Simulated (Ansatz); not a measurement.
Cost and result for the atomization energy of H4SSiTeZn, SMILES `[ZnH][S][SiH2][TeH]` (8 atoms, 7 bonds).

Charge 0, multiplicity 1. For Zn the d shell is correlated and the shells below it are frozen. Correlated methods include outer-core shells of Te, which these sets cover unevenly. Scalar relativity is left out up to krypton. Te takes the def2 core potential. The structure was optimised at the PBE0-D4/def2-TZVP level. It is one conformer, not always the lowest. Program: Ansatz. All runs use 4 threads of an Intel Xeon Platinum 8488C on a shared host. Times are those of one run each, without the atoms' runs, and a repeat can differ threefold. Electronic energies, without spin–orbit coupling; frozen cores. CCSD(T)/CBS adds CCSD(T) − MP2 in def2-TZVPP to the MP2 limit, and its time is that of the two runs behind it. T1 = 0.013. With those shells the extrapolation isn't a true limit.

CCSD(T)/CBS is a level of theory with its own doubt, some kJ/mol a heavy atom from the limit and from the frozen cores, so smaller differences don't rank the functionals.

```
                           level  functions  wall time  atomization (kJ/mol)  difference from CCSD(T)/CBS  per bond
              BLYP-D4/def2-TZVPP        254      2.2 s                1928.1                        -75.8      -10.8
              PBE0-D4/def2-TZVPP        254      3.4 s                1976.5                        -27.4      -3.9
             BHLYP-D4/def2-TZVPP        254      3.7 s                1929.8                        -74.1      -10.6
         CAM-B3LYP-D4/def2-TZVPP        254      4.2 s                1957.6                        -46.3      -6.6
           r2SCANh-D4/def2-TZVPP        254        5 s                1997.3                         -6.6      -0.9
               B2PLYP/def2-TZVPP        254      5.5 s                1923.6                        -80.3     -11.5
                CCSD(T)/def2-SVP        113      5.5 s                1784.8                       -219.1     -31.3
             PBE-QIDH/def2-TZVPP        254        6 s                1974.0                        -29.9      -4.3
               B97M-V/def2-TZVPP        254        7 s                2000.9                         -3.0      -0.4
ωB97M-V/def2-TZVPP (with forces)        254       11 s                1984.1                        -19.8      -2.8
                  MP2/def2-QZVPP        442       18 s                1988.0                        -15.9      -2.3
              CCSD(T)/def2-TZVPP        254    2.4 min                1919.1                        -84.8     -12.1
               CCSD(T)/CBS(def2)          –    2.7 min                2003.9                          0.0       0.0
```

Leaving LDA and LC-ωPBE aside and taking each functional with its dispersion term where it has one, the values, not all of them listed here, spread over 90.8 kJ/mol, from B2PLYP to ωB97X-V. LDA lies +313.6 kJ/mol from PBE without D4, its usual overbinding. In def2-TZVPP, CCSD(T) changes the Hartree–Fock value by +531.0 kJ/mol (the triples alone add +39.6 kJ/mol) and MP2 by +549.2 kJ/mol; breaking electron pairs costs correlation energy, which Hartree–Fock lacks. At CCSD(T), def2-SVP lies −219.1 kJ/mol from the extrapolated value and def2-TZVPP −84.8 kJ/mol: correlation converges slowly with the basis, and small sets miss more of it in the bonded molecule than in its fragments.

Spin–orbit coupling would lower the free Te atoms strongly, and the atomization energy with them, by more than many differences here.
